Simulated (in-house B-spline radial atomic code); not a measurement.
Radial electron density of Ti VIII (Ti7+), [Ne] 3s2 3p3. Level of theory: scalar-relativistic (X2C) OLYP, spin-polarised, spherical fractional occupations, Fermi nucleus of rms radius 3.5921 fm; calculated with a radial B-spline atomic code at the basis-set limit.

Columns: r (bohr), 4πr²n(r) (electrons per bohr), bar.

```
 0.00259    0.656 #
 0.00308   0.8935 #
 0.00366    1.211 ##
 0.00436    1.641 ###
 0.00519    2.209 ####
 0.00618    2.957 #####
 0.00735     3.92 ######
 0.00875    5.157 ########
  0.0104    6.694 ###########
  0.0124    8.616 ##############
  0.0148    10.93 #################
  0.0176    13.53 ######################
  0.0209    16.37 ##########################
  0.0249    19.35 ###############################
  0.0296    22.13 ###################################
  0.0353    24.45 #######################################
   0.042    25.86 #########################################
    0.05    26.12 ##########################################
  0.0595    25.14 ########################################
  0.0708     23.2 #####################################
  0.0843    20.98 #################################
     0.1    19.46 ###############################
   0.119    19.45 ###############################
   0.142    21.34 ##################################
   0.169    24.42 #######################################
   0.201    27.13 ###########################################
    0.24    27.66 ############################################
   0.285    24.95 ########################################
   0.339    19.45 ###############################
   0.404    13.11 #####################
   0.481    8.417 #############
   0.572    6.535 ##########
   0.681    6.691 ###########
   0.811    7.027 ###########
   0.965    6.155 ##########
    1.15     4.13 #######
    1.37    2.047 ###
    1.63   0.7429 #
    1.94   0.1911 
    2.31   0.0324 
    2.75 0.003275 
    3.27 0.0001867
```

On this grid the curve has 3 maxima, near 0.05, 0.24, 0.811 bohr.

The 3s up radial function P(r) = rR(r), positive near the nucleus:

```
r (bohr)        P
0.000909  0.02567
 0.00129  0.03548
 0.00182  0.04863
 0.00259  0.06689
 0.00366  0.09083
 0.00519   0.1226
 0.00735   0.1629
  0.0104    0.212
  0.0148   0.2686
  0.0209    0.323
  0.0296   0.3611
   0.042   0.3544
  0.0595   0.2655
  0.0843  0.06229
   0.119  -0.2409
   0.169  -0.5477
    0.24  -0.6338
   0.339   -0.294
   0.481   0.4287
   0.681    1.076
   0.965    1.123
    1.37   0.6133
    1.94   0.1666
    2.75  0.01817
```
